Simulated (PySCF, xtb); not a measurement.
CH2Cl, SMILES Cl[CH2] (connectivity only; charge and spin as stated), charge +1, multiplicity 1.

xtb with GFN2-xTB at its own geometry gives an orbital gap of 2.02 eV.

Coordinates come from a PBE-D3(BJ)/def2-TZVP optimisation. The spin state was assumed, not searched. The isomer is the one that the SMILES or the coordinates give; other isomers of the formula were not compared.

What does PySCF with HF/def2-TZVPD give? (An estimate is asked for; the answer gives what the named calculation found.)

gap 13.32 eV (levels -20.14 and -6.83 eV).
